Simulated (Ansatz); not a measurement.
# What CH7N3Si (SMILES NC1(N)N[SiH2]1) costs in Ansatz

CH7N3Si: 12 atoms, total charge 0, spin state singlet. SMILES: `NC1(N)N[SiH2]1`. The shape is that of a PBE0-D4/def2-TZVP optimisation. This is one conformer, not always the lowest.

| atom | x (Å) | y (Å) | z (Å) |
| --- | --- | --- | --- |
| N | -0.6980 | 1.3425 | -0.2175 |
| C | 0.0869 | 0.1938 | 0.1325 |
| N | 1.1883 | 0.4769 | 1.0045 |
| N | 0.3624 | -0.6832 | -1.0437 |
| Si | -0.7912 | -1.4255 | 0.0178 |
| H | -0.1399 | 1.9892 | -0.7713 |
| H | -0.9676 | 1.8345 | 0.6257 |
| H | 1.6136 | -0.3764 | 1.3444 |
| H | 1.9100 | 0.9828 | 0.4944 |
| H | 0.0876 | -0.2905 | -1.9357 |
| H | -2.2375 | -1.4266 | -0.2948 |
| H | -0.3380 | -2.6727 | 0.6776 |

Program: Ansatz 0.2.0. Hardware: 1 thread of Arm Neoverse V1, shared host, so times are rough. Ansatz fits the integrals of SCF and DFT runs by default. Its times include its search for lower SCF states.

Question: Estimate their order by wall time, quickest first.
A. gradient at HF/STO-3G
B. gradient at HF/def2-TZVP
C. gradient at HF/def2-SVP

Answer: A (1.5 s), C (10 s), B (45 s).
